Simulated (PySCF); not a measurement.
Level of theory: PySCF 2.14.0 with PBE-D3(BJ)/def2-TZVP // CAM-B3LYP-D3(BJ)/def2-TZVP. Isolated molecules, 0 K electronic values unless said otherwise. One relaxed conformer stands for a flexible species; it need not be the lowest. 

Reference species (SMILES): `B1=BCC1` (neutral, multiplicity 1).

- LUMO: -3.49 eV
- HOMO–LUMO gap: 0.88 eV

Changed species: `C1B(C=1)B`.

**Question.** Predict the effect on the LUMO and HOMO–LUMO gap.

**Answer.** the LUMO rises by 0.98 eV, to -2.51 eV; the HOMO–LUMO gap increases by 3.47 eV, to 4.35 eV.
